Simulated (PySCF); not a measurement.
A structure optimised at PBE-D3(BJ)/def2-SVP, used in a PySCF frequency run:

```xyz
11

C      2.4538    -0.8746     0.1670
O      1.1952    -1.3736    -0.2588
Si    -0.2665    -0.7460     0.1798
O     -0.4664    -0.9418     1.8112
O     -1.4822    -1.5303    -0.6241
Br    -0.3025     1.4454    -0.3537
H      2.5836    -0.9821     1.2660
H      3.2475    -1.4585    -0.3403
H      2.5806     0.1987    -0.0989
H     -1.2641    -0.5330     2.1895
H     -1.5243    -1.3569    -1.5808
```
Charge 0, spin multiplicity 1.

Write its SMILES and formula.

CO[Si](O)(O)Br, CH5BrO3Si

What are its rotational constants (standard atomic weights)?

2.2532, 1.3642, 1.0974 GHz
